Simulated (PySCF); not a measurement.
CF₃O₂S, SMILES O=[S](=O)C(F)(F)F, multiplicity 2. Atoms are numbered in the order given.

```xyz
7

O      1.4740     0.1994     1.2926
S      1.0154    -0.3326     0.0000
O      1.4740     0.1994    -1.2926
C     -0.8695     0.0073     0.0000
F     -1.0756     1.3033     0.0000
F     -1.3851    -0.5357    -1.0789
F     -1.3851    -0.5357     1.0789
```
Charge 0, spin multiplicity 2.

Geometry: PBE0-D3(BJ)/def2-SVP. The isomer is the one that the SMILES or the coordinates give; other isomers of the formula were not compared.

Computed with PySCF with ωB97X/def2-TZVP.

ESP charges are fitted to the potential on shells at 1.4 to 2.0 van der Waals radii. Atomic charges (e):

```csv
atom,Löwdin,ESP fit,meta-Löwdin,Mulliken,Mulliken spin
O1,-0.26,-0.31,-0.69,-0.36,0.26
S2,0.67,0.55,1.41,0.69,0.29
O3,-0.26,-0.31,-0.69,-0.36,0.26
C4,-0.88,0.34,0.66,0.41,0.16
F5,0.25,-0.05,-0.23,-0.12,0.02
F6,0.24,-0.11,-0.23,-0.13,0.01
F7,0.24,-0.11,-0.23,-0.13,0.01
```

### Question
Give the Mayer and Wiberg (Löwdin basis) orders of the bonds. (The exact figures need the calculation; the answer reports its results.)

### Answer

| bond | Mayer | Wiberg |
|---|---|---|
| O1–S2 | 1.81 | 2.46 |
| S2–O3 | 1.81 | 2.46 |
| S2–C4 | 0.83 | 0.99 |
| C4–F5 | 1.17 | 1.88 |
| C4–F6 | 1.16 | 1.87 |
| C4–F7 | 1.16 | 1.87 |
